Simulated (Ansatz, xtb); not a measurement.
Relaxing a trial structure of F3H3SiSn

The starting geometry of this gas-phase singlet has its atoms placed at random.

```xyz
8

F    -1.2791    0.1422   -0.9958
F     1.0576    0.6438    0.5858
F    -0.6648    1.1014   -1.6006
Si    1.1105   -0.4055   -1.0499
Sn   -0.6910   -1.0538    0.2637
H     0.4739   -1.9300   -1.2227
H    -0.0723    0.3763   -1.8008
H    -1.4578    0.7639    0.2485
```

Question: One run relaxed it with r2SCAN-D4/def2-SVP. What is a likely outcome?

Answer: It loosens into F2H2SiSn + FH, which stay close as a complex. Distances that change by over a tenth: F1–Sn5 (1.83 → 2.23 Å), Si4–Sn5 (2.32 → 3.17 Å), Sn5–H8 (1.97 → 1.77 Å). Contacts that open: F1–F3 (1.29 → 3.69 Å), Si4–H7 (1.60 → 2.24 Å), Sn5–H6 (2.08 → 3.89 Å). Contacts that close: F1–Si4 (2.45 → 1.80 Å), F2–Si4 (1.94 → 1.80 Å), F2–Sn5 (2.46 → 2.23 Å).

The energy falls by 20.56 eV over 30 steps:

| step | E − E(last) (eV) |
| --- | --- |
| 1 | 20.559 |
| 4 | 5.008 |
| 7 | 1.584 |
| 11 | 0.252 |
| 14 | 0.040 |
| 17 | 0.017 |
| 20 | 0.006 |
| 24 | 0.002 |
| 27 | 0.000 |
| 30 | 0.000 |

Final geometry (Å):

```xyz
8

F    -0.9526   -1.3619   -0.8249
F     0.8292   -0.2808    0.3896
F    -0.5416    2.1134   -2.0066
Si    0.6272   -0.6803   -1.3550
Sn   -1.2279   -0.5007    1.2090
H     1.3727   -2.0068   -1.2676
H    -0.0217    1.3263   -2.1172
H    -1.6081    1.0291    0.4010
```

From the same start GFN2-xTB ends elsewhere, in pieces: F2H2SiSn + FH.

From so rough a start the end depends on the optimiser's path, so another program may land elsewhere. No frequencies were run, so the end isn't proven a minimum. Atoms past krypton carry core potentials, without spin–orbit terms. Run with Ansatz 0.2.0, 68 s on 2 threads of Intel(R) Xeon(R) Platinum 8375C CPU @ 2.90GHz (Ice Lake), on a shared host.
